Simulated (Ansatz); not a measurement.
Species: AlOClH$_{2}$, charge 0, singlet. AlOClH2 (SMILES [OH][AlH][Cl]).
B3LYP-D3(BJ)/def2-TZVP minimum from Ansatz (a quantum-chemistry and plane-wave program):
```
Al
O 1 1.6877
H 2 0.9584 1 124.93
H 1 1.5571 2 119.14 3 180.00
Cl 1 2.1042 4 120.99 2 180.00
```
Charge 0, spin multiplicity 1.

Total energies in hartree (Ansatz). UHF or UKS for unpaired electrons; spin-orbit terms are left out. Cores are frozen in correlated methods. No relativity. Where a partner has so few electrons that a lower coupled-cluster level is exact, that level stands in.

```csv
species,HF/cc-pV(T+d)Z,CCSD(T)/cc-pV(T+d)Z,HF/cc-pV(Q+d)Z,CCSD(T)/cc-pV(Q+d)Z,CCSDT(Q)/cc-pV(T+d)Z
1: AlOClH2 (SMILES [OH][AlH][Cl]),-777.64333,-778.19741,-777.65674,-778.25539,-778.19901
2: Al (doublet),-241.87908,-241.93131,-241.88044,-241.93374,-241.93179
3: H (doublet),-0.49981,-0.49981,-0.49995,-0.49995,-0.49981
4: Cl (doublet),-459.48556,-459.67356,-459.48916,-459.69449,-459.67440
5: O (triplet),-74.81176,-74.97396,-74.81729,-74.99357,-74.97430
```

Question: Work out the atomisation energy (electronic, to ground-state atoms) in kcal/mol: take Hartree-Fock from cc-pV(Q+d)Z, extrapolate the CCSD(T) correlation energy as X^-3 (X = 3, 4), and add CCSDT(Q) - CCSD(T) in cc-pV(T+d)Z. 1 hartree = 627.51 kcal/mol.

Answer: 
Species 1: correlation (64·(-0.59865) - 27·(-0.55408))/37 = -0.63117; step -0.00160; E1 = -777.65674 + (-0.63117) + (-0.00160) = -778.28951
Species 2: correlation (64·(-0.05330) - 27·(-0.05223))/37 = -0.05408; step -0.00048; E2 = -241.88044 + (-0.05408) + (-0.00048) = -241.93500
Species 3: correlation (64·(0.00000) - 27·(0.00000))/37 = 0.00000; step +0.00000; E3 = -0.49995 + (0.00000) + (+0.00000) = -0.49995
Species 4: correlation (64·(-0.20533) - 27·(-0.18800))/37 = -0.21798; step -0.00084; E4 = -459.48916 + (-0.21798) + (-0.00084) = -459.70798
Species 5: correlation (64·(-0.17628) - 27·(-0.16220))/37 = -0.18655; step -0.00034; E5 = -74.81729 + (-0.18655) + (-0.00034) = -75.00418
-1·E1 +1·E2 +2·E3 +1·E4 +1·E5 = 0.64245 hartree = 403.1 kcal/mol.
